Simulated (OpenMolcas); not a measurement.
## S II: effect of correlating more closed shells

* Program: OpenMolcas
* Basis: ANO-RCC-VTZP [5s4p2d1f]
* Scalar Hamiltonian: DKH2, point nucleus
* Active space: 3 electrons in 3 orbitals (3p)
* State averaging: 2S+1 = 4 odd, 1 root; 2S+1 = 2 odd, 8 roots
* Spin-orbit coupling: RASSI with atomic mean-field integrals over the reference wave functions, term energies averaged over their components

Methods on the same reference wave functions:
A. CASSCF
B. SS-CASPT2, IPEA 0.25 Eh, imaginary shift 0.1 Eh (closed shells correlated: 3s)
C. SS-CASPT2, IPEA 0.25 Eh, imaginary shift 0.1 Eh (closed shells correlated: 2s 2p 3s)

Energies in cm⁻¹ above 3s² 3p³ ⁴S°_3/2, the measured ground level; measured values from NIST Handbook of Basic Atomic Spectroscopic Data.

```tsv
Level	A	B	C	Measured
3s² 3p³ ⁴S°_3/2	0.0	0.0	0.0	0.0
3s² 3p³ ²D°_3/2	19220	15760	15680	14853
3s² 3p³ ²D°_5/2	19238	15780	15700	14885
3s² 3p³ ²P°_1/2	31911	26610	26490	24525
3s² 3p³ ²P°_3/2	31935	26630	26510	24572
```

Deviations, from unrounded energies. A percentage is the sum of absolute deviations over the sum of measured energies, with the sign that they share, or ± where signs differ.

| Against measurement | Levels | A | B | C |
| --- | --- | --- | --- | --- |
| mean absolute deviation (cm-1) | 4 | 5900 | 1500 | 1400 |
| other terms of the ground configuration (%) | 4 | +29.8 | +7.5 | +7.0 |

C lies closest to measurement on these levels and A furthest from it. The largest miss of C in the table is 3s² 3p³ ²P°_1/2, by +2000 cm-1. The ranking rests on the paired levels alone, and a cruder setting can come out closer through cancelling errors.

Between B and C the level of the table that moves most is 3s² 3p³ ²P°_1/2, by 120 cm-1 (lowest in C, highest in B). Moves below CASPT2's spread within the term are not significant.

The mean deviations of B to C differ by less than CASPT2's widest spread within a term (230 cm-1), so their order carries little weight.

From A to B the spin-free energies of the other terms of 3s² 3p³ shown, above ⁴S°, scale by factors of 0.82 to 0.83.

The lowest spin-free term lies below A's lowest term by 0.091 hartree in B, 0.109 hartree in C.

What an inner shell adds also hangs on whether the basis holds functions to correlate it.

Term energies are means over components that CASPT2 splits; among the terms shown or strongly mixed into the levels shown the widest spread is 230 cm-1 (3s² 3p³ ²D°, C). With the s shell closed, the reference lacks s² → p² mixing. Without dynamic correlation excited terms often stand tens of per cent too high (terms of higher spin than the ground term too low), and those without a measured partner can miss by more than the paired ones (holds for A). Measured partners are found by configuration, term and J. A level has none where our copy of the source lacks it or the pairing is in doubt (some pairs that miss far off the trend of their configuration count as doubtful), and it then counts in no deviation. Levels of configurations outside the active space are missing.

° marks odd parity.
